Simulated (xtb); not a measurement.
difluoromethyl(methyl)silane (C2H6F2Si), SMILES FC([SiH2]C)F. All values are semi-empirical tight-binding results from xtb (GFN2-xTB unless named), good for trends rather than for accurate numbers. Coordinates come from a GFN2-xTB optimisation. Other conformers were not sampled.

Optimised geometry:

Bond lengths (Å): C1–Si2 1.891, C1–H6 1.088, C1–H7 1.086, C1–H8 1.088, Si2–C3 1.941, Si2–H9 1.464, Si2–H10 1.464, C3–F4 1.364, C3–F5 1.364, C3–H11 1.099. Angles (°): Si2–C1–H6 111.0, Si2–C1–H7 111.4, Si2–C1–H8 111.0, H6–C1–H7 107.9, H6–C1–H8 107.5, H7–C1–H8 107.9, C1–Si2–C3 106.5, C1–Si2–H9 113.6, C1–Si2–H10 113.6, C3–Si2–H9 105.1, C3–Si2–H10 105.1, H9–Si2–H10 112.1, Si2–C3–F4 110.6, Si2–C3–F5 110.6, Si2–C3–H11 115.8, F4–C3–F5 105.8, F4–C3–H11 106.7, F5–C3–H11 106.7.

| Quantity | Value |
|---|---|
| point group as xtb finds it | Cs |
| orbital gap | 5.78 eV |
| dipole moment | 3.08 D |
| zero-point energy | 46.1 kcal/mol |
| G − E(el) at 298.15 K (modified RRHO) | 26.4 kcal/mol |
| static polarisability (D4 model) | 57.9 bohr³ |
| solvation energy, GFN2-xTB/ALPB(water) | -3.3 kcal/mol |
| solvation energy, GFN2-xTB/ALPB(acetonitrile) | -3.8 kcal/mol |

Computed atomic charges and the Wiberg bond orders between heavy atoms:
charges (e) C1 -0.20, Si2 0.46, C3 0.18, F4 -0.25, F5 -0.25, H6 0.06, H7 0.04, H8 0.06, H9 -0.06, H10 -0.06, H11 0.03. Bond orders C1–Si2 0.97, Si2–C3 0.78, C3–F4 0.95, C3–F5 0.95.
